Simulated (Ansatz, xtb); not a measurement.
# Two structures of BGaH6NSi+

We compare a, a singlet given by its coordinates, with b, a singlet given by its coordinates. Both are isolated ions in the gas phase, relaxed with PBE-D3(BJ)/def2-SVP.

a (Å):

```csv
atom,x (Å),y (Å),z (Å)
B,0.7261,2.0325,-0.2259
Ga,-1.3137,0.9216,-0.5152
N,-0.1290,2.0568,-1.3342
Si,-2.9657,-0.5679,0.4376
H,0.2463,1.2795,0.6968
H,1.7816,2.5713,-0.0043
H,-0.0185,2.5634,-2.2179
H,-2.1818,-1.8165,0.6875
H,-3.3988,0.1606,1.6695
H,-4.0041,-0.6759,-0.6319
```

Close contacts (Å): B1–Ga2 2.34, B1–N3 1.40, Ga2–N3 1.83, Ga2–Si4 2.42, B1–H5 1.28, B1–H6 1.21, Ga2–H5 2.01, N3–H7 1.02, Si4–H8 1.50, Si4–H9 1.50, Si4–H10 1.49.

b (Å):

```xyz
10

B     0.6817    1.7779    0.2937
Ga   -2.0704    1.0808    0.2760
N     0.8052    0.5615    0.9608
Si   -0.5798   -0.5099    1.3367
H    -0.4882    2.1499   -0.0705
H     1.5472    2.5628   -0.0031
H     1.7572    0.2845    1.2434
H    -0.5186   -1.8207    0.6184
H    -0.8283   -0.6530    2.8049
H    -3.1773    1.9809   -0.3616
```

Close contacts (Å): B1–N3 1.39, Ga2–Si4 2.42, N3–Si4 1.79, B1–H5 1.28, B1–H6 1.21, Ga2–H5 1.94, Ga2–H10 1.56, N3–H7 1.03, Si4–H8 1.50, Si4–H9 1.50.

Question: Estimate which is lower in electronic energy at CCSD(T)/def2-SVP + ΔMP2/def2-TZVPP, and by roughly how much.

Answer: Not settled: CCSD(T)/def2-SVP + ΔMP2/def2-TZVPP gives E(b) − E(a) = −2.4 kcal/mol, but this leans on the basis-set step: CCSD(T) alone gives −0.1 kcal/mol.

The same difference at several levels:

```csv
level,geometry,E(b) − E(a) (kcal/mol),departure from the last row (kcal/mol),"job, with rough time for the two"
PBE-D3(BJ)/def2-SVP,PBE-D3(BJ)/def2-SVP,−1.8,+0.6,"optimisation, 97 s"
HF/def2-SVP,PBE-D3(BJ)/def2-SVP,−3.8,−1.4,part of the CCSD(T) run
MP2/def2-SVP,PBE-D3(BJ)/def2-SVP,+0.4,+2.8,part of the CCSD(T) run
CCSD(T)/def2-SVP,PBE-D3(BJ)/def2-SVP,−0.1,+2.3,single point
CCSD(T)/def2-SVP + ΔMP2/def2-TZVPP,PBE-D3(BJ)/def2-SVP,−2.4,,"single point, 30 s"
```

MP2/def2-SVP, CCSD(T)/def2-SVP find them nearly level. The largest departure from CCSD(T)/def2-SVP + ΔMP2/def2-TZVPP is that of MP2/def2-SVP, 2.8 kcal/mol. Levels run at GFN2-xTB geometries aren't shown. The last row adds to CCSD(T) the change of the MP2 difference between the two basis sets, here −2.3 kcal/mol.

With harmonic frequencies from PBE-D3(BJ)/def2-SVP (ideal gas, rigid rotor, one conformer each, 298.15 K, 1 atm): on the last row, ΔE + ΔZPE = −2.2 kcal/mol. A mode under 50 cm⁻¹ makes harmonic enthalpies and free energies unreliable, so none is given.

The correlated steps freeze 16 core orbitals; the filled d shell of Ga is correlated, in a basis made for valence electrons. Run with Ansatz 0.2.0; the last row on 2 threads of Arm Neoverse V2 on a shared host.
